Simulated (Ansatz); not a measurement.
```xyz
10

H     1.1700    0.0000    0.0000
H     0.9466    0.6877    0.0000
H     0.3615    1.1127    0.0000
H    -0.3615    1.1127    0.0000
H    -0.9466    0.6877    0.0000
H    -1.1700    0.0000    0.0000
H    -0.9466   -0.6877    0.0000
H    -0.3615   -1.1127    0.0000
H     0.3615   -1.1127    0.0000
H     0.9466   -0.6877    0.0000
```

Basis set: def2-SVP (spherical functions). All electrons are correlated. Charge 0, multiplicity 1.

Computed with Ansatz (development build ahead of 0.2.0); each method stands on the lowest determinant of its kind that the runs found. Restricted open shells among the atoms or ions are ROHF, correlated in semicanonical orbitals with singles.

Give the atomization energy at this shape (free ground-state atoms in the same class of orbitals less the molecule, no zero-point energy) of singlet H10 by RHF-MP2, RHF.

```tsv
method	atomization energy
RHF-MP2	7.45 eV
RHF	2.14 eV
```

Caution: no unrestricted run beside it, a lower state can exist; the shape is not the minimum.
